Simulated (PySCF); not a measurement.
# Bond length, frequency and bond energy of SiIr by level of theory

State: ²Δ (doublet), unpaired electrons δ ↑. Set-up: PySCF, scalar-relativistic core potentials, basis sets Si def2-TZVPP, Ir def2-TZVPP with ECP60. De refers to Si + Ir (5d7 6s2) in their high-spin ground configurations, without counterpoise correction. The functionals are run spin-unrestricted. A positive dipole means Si(−)Ir(+). Levels whose curve was spin-contaminated or gave no clean fit are not listed.

```json
{"Level": "ROHF", "Re (Å)": "2.074", "ωe (cm⁻¹)": "563", "De (eV)": "n/a", "μ (D)": "0.67"}
{"Level": "ROHF-CCSD", "Re (Å)": "2.082", "ωe (cm⁻¹)": "575", "De (eV)": "4.45", "μ (D)": "n/a"}
{"Level": "ROHF-CCSD(T)", "Re (Å)": "2.100", "ωe (cm⁻¹)": "548", "De (eV)": "5.07", "μ (D)": "n/a"}
{"Level": "PBE", "Re (Å)": "2.103", "ωe (cm⁻¹)": "535", "De (eV)": "n/a", "μ (D)": "-0.56"}
{"Level": "TPSS", "Re (Å)": "2.102", "ωe (cm⁻¹)": "538", "De (eV)": "n/a", "μ (D)": "-0.26"}
{"Level": "r²SCAN", "Re (Å)": "2.090", "ωe (cm⁻¹)": "547", "De (eV)": "n/a", "μ (D)": "-0.26"}
{"Level": "TPSSh", "Re (Å)": "2.094", "ωe (cm⁻¹)": "546", "De (eV)": "n/a", "μ (D)": "-0.16"}
{"Level": "PBE0", "Re (Å)": "2.083", "ωe (cm⁻¹)": "555", "De (eV)": "n/a", "μ (D)": "-0.25"}
{"Level": "BHandHLYP", "Re (Å)": "2.078", "ωe (cm⁻¹)": "554", "De (eV)": "n/a", "μ (D)": "-0.15"}
{"Level": "M06-2X", "Re (Å)": "2.058", "ωe (cm⁻¹)": "590", "De (eV)": "n/a", "μ (D)": "-0.39"}
{"Level": "LC-ωPBE", "Re (Å)": "2.065", "ωe (cm⁻¹)": "575", "De (eV)": "n/a", "μ (D)": "0.56"}
```

The bond length runs from 2.058 Å (M06-2X) to 2.103 Å (PBE).

Correlated steps freeze 5 core orbitals. De is left out where the level can put another filling of the metal’s s and d shells below the measured ground configuration, by anything from nothing to about 1 eV. Spin–orbit coupling is left out, which matters for elements this heavy, above all for dissociation energies. UHF is strongly spin-contaminated for SiIr, so the ROHF reference used there is far from stable. With d or f electrons several states lie close, and the lowest PBE0 determinant need not be the measured ground state.

The whole job (state search and all levels along the bond) took about 22 min on 2 threads of Arm Neoverse V1 (shared host), peak memory 4.1 GiB.
